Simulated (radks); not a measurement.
Results of a calculation; reference values are marked as such.
Numerical settings for neutral rhenium, [Xe] 4f14 5d5 6s2. Level of theory: scalar-relativistic Kohn-Sham, r2SCAN, spin-polarised, spherical densities, finite nucleus; open shells are filled with parallel spins first (spin-orbit coupling, left out, can overturn this in heavy ions); meta-GGA in the generalised Kohn-Sham scheme; Fermi nuclear charge, rms radius 5.3698 fm (a radial shooting solver on a logarithmic mesh with Libxc functionals). The defaults (mesh step 0.008 in ln r, mesh end at 40 bohr or more with all orbitals vanishing there, Anderson mixing 0.5 over 9 steps, residual threshold near 1e-9 with the energy settled to 1e-9 hartree or 1e-11 of itself, here a cap of 69 iterations) give E = -16691.426 hartree and 6s at -4.912 eV in 12 iterations. Run on one thread of a shared host, so times are rough (Arm Neoverse V1): 0.27 s of CPU time, 0.27 s wall, 12 iterations on 2440 mesh points. Changes against that run (0 stands for a change within the tolerance of the run):

| setting | iterations | converged | E (mhartree) | e(6s) (meV) | CPU (s) |
|---|---|---|---|---|---|
| mesh step in ln r 0.005 | 14 | yes | 0 | -0.0455 | 0.47 |
| mesh step in ln r 0.003 | 16 | yes | 0 | -0.0482 | 0.86 |
| mesh step in ln r 0.12 | 4 | no | diverged | - | 0.02 |
| mesh end (bohr) 20 | 12 | yes | 0 | 0 | 0.26 |
| mesh end (bohr) 1 | 11 | level above zero | +3.27e+05 | +1.42e+06 | 0.19 |
| residual threshold 1e-05 | 12 | yes | 0 | 0 | 0.27 |
| residual threshold 0.1 | 10 | yes | -0.00137 | -0.411 | 0.24 |
| mixing 0.01 | 52 | yes | 0 | -0.4 | 0.97 |
| linear mixing, mixing 1 | 5 | no | diverged | - | 0.26 |
| linear mixing, mixing 0.5 | 23 | yes | 0 | -0.0175 | 0.44 |
| mixing history 2 | 17 | yes | -0.0014 | -0.103 | 0.35 |
| iteration cap 8 | 8 | no | -0.00158 | +5.14 | 0.18 |

Settled on a wrong energy, with an occupied level pushed above zero by the early mesh end: mesh end (bohr) 1 (+327 hartree). Apart from these: no run marked as converged misses the energy by more than 1 mhartree. A mesh that ends early acts as a hard wall.
